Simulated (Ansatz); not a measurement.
`BSBS` + H₂ → `BSB` + H₂S at 500 K and 1 bar (hydrogenolysis of a B–S bond).

Isolated molecules relaxed with PBE0-D4/def2-TZVP in Ansatz; ΔE leaves out vibrations. CBS: MP2 limit from def2 TZ/QZ plus the TZ coupled-cluster correction, frozen cores. This one scheme is used for every species. One conformer a species, not always the lowest.

```tsv
species	CCSD(T)/CBS energy (Eh)	H − E (kJ/mol)	S (J/(mol·K))
`BSBS`	-847.60163	159.2	372.6
H₂	-1.17544	41.0	145.5
`BSB`	-449.77944	145.4	316.4
H₂S	-398.97279	57.0	224.0
```

H − E and S are ideal-gas, rigid-rotor, harmonic terms from PBE0-D4/def2-TZVP, for one conformer and one mirror image of each species. The MP2-based limit puts H₂ 0.8 mEh under its directly extrapolated value; such offsets cancel only in part. 1 Eh = 2625.50 kJ/mol, R = 8.31446 J/(mol·K).

Q: By hand: ΔE, ΔH, ΔS and ΔG.

A: ΔE = (-449.77944) + (-398.97279) − (-847.60163) − (-1.17544) = 0.02484 Eh = 65.2 kJ/mol. Δ(H − E) = 145.4 + 57.0 − 159.2 − 41.0 = 2.2, so ΔH = 67.4 kJ/mol. ΔS = 316.4 + 224.0 − 372.6 − 145.5 = 22.3 J/(mol·K). ΔG = 67.4 − 500 × (22.3)/1000 = 56.3 kJ/mol.

Q: By hand: the equilibrium constant, and the temperature at which ΔG would vanish if ΔH and ΔS stayed fixed.

A: log₁₀ K = −ΔG/(RT ln 10) = -5.9. ΔG = 0 at ΔH/ΔS = 3022 K, far beyond where these terms or the molecules hold.

ΔH outweighs TΔS. A doubt of 5 kJ/mol in ΔE shifts log₁₀ K by 0.5 here. Other conformers and mirror images would add mixing entropy, several J/(mol·K) or more a flexible species. These are equilibria of isolated gas molecules and say nothing of rates. Largest T1 diagnostic: 0.015 (customary marks: 0.02 for closed shells, 0.045 for open ones).
